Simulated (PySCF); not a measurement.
C6H8ClO (doublet state).
Cartesian coordinates in Å at the GFN2-xTB level; atoms count from 1:
```
atom  x, y, z in Å
O1     0.9144   -1.4069   -1.8764
C2     0.5058   -1.1004   -0.7868
C3    -0.9565   -0.9462   -0.4320
C4    -1.2546    0.5414   -0.2267
C5    -0.2927    1.1302    0.8243
C6     1.1082    0.7843    0.4648
Cl7    1.9792    1.8769   -0.5222
C8     1.4307   -0.6592    0.3493
H9    -1.5657   -1.3473   -1.2429
H10   -1.1728   -1.4961    0.4863
H11   -2.2890    0.6779    0.0943
H12   -1.1164    1.0677   -1.1730
H13   -0.4235    2.2103    0.8822
H14   -0.5289    0.6963    1.8003
H15    1.1841   -1.1872    1.2714
H16    2.4700   -0.8326    0.0759
```

The hyperfine couplings belong to this conformer and change with its torsions.

Identity: `O=C1CCC[C](Cl)C1` [radical].

Theory: UKS B3LYP, pcH-1 on C Cl H O, non-relativistic, mean-field spin-orbit, GIAO (PySCF 2.14.0). One conformer (not necessarily the lowest) at the GFN2-xTB geometry, without solvent, vibrations or thermal averaging. A GFN2-xTB geometry isn't a minimum of the functional, and hyperfine couplings can be far from their values at a DFT geometry. No stability test was run, so a lower SCF solution isn't excluded.

Principal values of hyperfine tensors in MHz (contact, dipolar and spin–orbit terms together), for some of the nuclei:

```csv
atom,isotope,A1,A2,A3
C4,13C,57.33,57.60,72.61
H15,1H,46.44,46.93,59.87
C2,13C,40.11,43.17,61.93
H14,1H,35.22,36.03,49.68
C8,13C,-27.56,-25.20,-20.44
C5,13C,-24.26,-23.17,-18.45
H11,1H,18.80,20.47,26.36
H16,1H,9.65,10.68,21.90
```

Problem. Split each tensor into its isotropic and traceless parts, and turn a_iso into mT with g = 2.0055.

Solution. a_iso is a third of the trace, T = A − a_iso, and a(mT) = a(MHz)/(g × 13.996). The tensors hold a spin–orbit part: the run splits a_iso into a_FC + a_SO, and T includes its anisotropic share.

```tsv
atom	a_iso (MHz)	a_FC	a_SO	a_iso (mT)	T1	T2	T3
C4	62.51	62.53	-0.02	2.227	-5.18	-4.92	10.10
H15	51.08	51.07	0.01	1.820	-4.64	-4.15	8.79
C2	48.40	48.45	-0.04	1.724	-8.29	-5.24	13.53
H14	40.31	40.31	0.00	1.436	-5.09	-4.28	9.37
C8	-24.40	-24.43	0.03	-0.869	-3.16	-0.80	3.96
C5	-21.96	-21.99	0.03	-0.782	-2.30	-1.21	3.51
H11	21.88	21.88	0.00	0.779	-3.07	-1.41	4.48
H16	14.08	14.05	0.03	0.502	-4.43	-3.40	7.82
```

Problem. What spin density at the nucleus of C2 lies behind its contact coupling (g_N = 1.40482)?

Solution. a_FC = 800.24 MHz bohr³ × g_N × ρ(0)/(2S). With a_FC = 48.45 MHz and 2S = 1, ρ(0) = 0.0431 bohr⁻³.

Problem. C6 (13C, g_N = 1.40482) isn't in the table. Its spin density at the nucleus is 0.1547 bohr⁻³. What is its contact coupling?

Solution. By the same relation, a_FC = 173.9 MHz. The spin–orbit term adds +0.45 MHz. Its full tensor has the principal values 99.19, 100.86, 322.99 MHz.

Problem. Which nucleus of the table has the largest anisotropic coupling, and what is its form?

Solution. C2: -8.3, -5.2, 13.5 MHz, rhombic: the two smaller values differ by 23 % of the largest.

Problem. In a single crystal, with the field along each principal axis of the tensor of H15 in turn, what first-order splitting does this nucleus give (isotropic g, quadrupole terms neglected)?

Solution. 2 lines (I = 1/2), spaced by |A_i|/(g × 13.996): 1.65, 1.67, 2.13 mT along the axes of A1, A2 and A3.
